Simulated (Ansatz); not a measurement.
Geometry optimisation, Ansatz, RKS PBE0-D4/def2-SVP.

input.yaml

```yaml
crystal:
  periodic: [false, false, false]
  atoms:
    - { symbol: Al, position_ang: [-2.106248, -0.09641, -0.82564] }
    - { symbol: "N", position_ang: [0.820956, -1.368745, -0.636888] }
    - { symbol: H, position_ang: [-2.064865, -0.063735, -2.40371] }
    - { symbol: H, position_ang: [-2.853726, -1.175142, 0.072617] }
    - { symbol: H, position_ang: [0.627007, 1.278505, 0.78729] }
    - { symbol: O, position_ang: [-1.490794, 1.403293, -0.011829] }
    - { symbol: H, position_ang: [1.227038, -0.638512, -0.050067] }
    - { symbol: "N", position_ang: [1.489672, 1.210861, 1.328413] }
    - { symbol: H, position_ang: [1.325994, -1.378435, -1.520164] }
    - { symbol: H, position_ang: [0.974815, -2.265715, -0.182151] }
    - { symbol: H, position_ang: [-1.725304, 1.542911, 0.91057] }
    - { symbol: H, position_ang: [2.280838, 1.21768, 0.690164] }
    - { symbol: H, position_ang: [1.494617, 0.333443, 1.841397] }
basis:
  gaussian: { orbitals: def2-SVP }
hamiltonian:
  xc: pbe0
  dispersion: d4
relax:
  f_tol: 0.03
  max_steps: 50
```

Launched with:

```bash
$ ansatz run input.yaml --threads 2 --pin off --max-ram 3072MiB --backend cpu --events-out ev --progress --plain --runs-dir out
```

Question: Where does it end, and by what steps?

Answer: The forces met the threshold. After 13 steps the energy has fallen by 1.141 eV; Al1 moved furthest, 0.64 Å. Joined: Al1–N2 (3.20 → 2.04 Å).

| step | energy less start (eV) | largest force component (eV/Å) | accepted |
| --- | --- | --- | --- |
| 0 | 0.0000 | 1.423 | yes |
| 1 | -0.2558 | 0.922 | yes |
| 2 | -0.5294 | 0.585 | yes |
| 3 | -0.8108 | 1.189 | yes |
| 4 | -1.0204 | 1.314 | yes |
| 5 | -1.0885 | 0.763 | yes |
| 6 | -1.0790 | 0.697 | no |
| 7 | -1.1049 | 0.433 | yes |
| 8 | -1.1212 | 0.277 | yes |
| 9 | -1.1363 | 0.187 | yes |
| 10 | -1.1368 | 0.176 | yes |
| 11 | -1.1384 | 0.166 | yes |
| 12 | -1.1413 | 0.032 | yes |
| 13 | -1.1415 | 0.013 | yes |

```xyz
13
Properties=species:S:1:pos:R:3
Al -1.536 -0.372 -0.740
N 0.369 -1.090 -0.603
H -1.718 -0.135 -2.316
H -2.400 -1.516 -0.022
H 0.584 1.235 0.986
O -1.156 1.049 0.229
H 0.879 -0.435 0.016
N 1.558 1.148 1.299
H 0.848 -1.113 -1.504
H 0.430 -2.023 -0.195
H -1.796 1.729 0.447
H 2.222 1.199 0.534
H 1.715 0.326 1.870
```

Whether the end is a true minimum wasn't checked by a vibrational analysis.

Time of the run: 20 s on 2 threads of Intel(R) Xeon(R) 6975P-C (Granite Rapids), on a shared host, peak memory 0.23 GiB.
